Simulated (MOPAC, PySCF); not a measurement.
Stepwise substitution at one centre (Ge NH2-OCH3). Isolated molecules, 0 K electronic values unless said otherwise. One relaxed conformer stands for each flexible species; it need not be the lowest. Strings in code marks are SMILES.

Quantity: redistribution energy (mixed species minus the weighted end members), in kJ/mol. Semi-empirical values (MOPAC) are differences of heats of formation.

Level 1: PBE-D3(BJ)/def2-TZVP // r2SCAN-D4/def2-SVP (PySCF)
Level 2: B3LYP/6-311+G** (LANL2DZ on Ge) // r2SCAN-D4/def2-SVP (PySCF)
Level 3: PBE/6-31G* // r2SCAN-D4/def2-SVP (PySCF)
Level 4: PM6 // r2SCAN-D4/def2-SVP (MOPAC)

```
species                                                     level 2  level 3  level 4
----------------------------------------------------------  -------  -------  -------
1 of 4 NH2 replaced by OCH3: `C[O][Ge]([NH2])([NH2])[NH2]`    -4.94    -5.21   -11.44
2 of 4 NH2 replaced by OCH3: `C[O][Ge]([O]C)([NH2])[NH2]`     -6.99    -9.54   -15.46
3 of 4 NH2 replaced by OCH3: `C[O][Ge]([NH2])([O]C)[O]C`      -2.29    -4.50   -13.79
```

**Question.** What does level 1 give for each, and how far do the other levels lie from it on average?

**Answer.** 
- 1 of 4 NH2 replaced by OCH3: `C[O][Ge]([NH2])([NH2])[NH2]`: -5.51
- 2 of 4 NH2 replaced by OCH3: `C[O][Ge]([O]C)([NH2])[NH2]`: -9.22
- 3 of 4 NH2 replaced by OCH3: `C[O][Ge]([NH2])([O]C)[O]C`: -5.26
Mean absolute difference from level 1, which has limits of its own, over these rows (drawn at random from the members that have all these levels): level 2 1.92 kJ/mol, level 3 0.46 kJ/mol, level 4 6.90 kJ/mol.
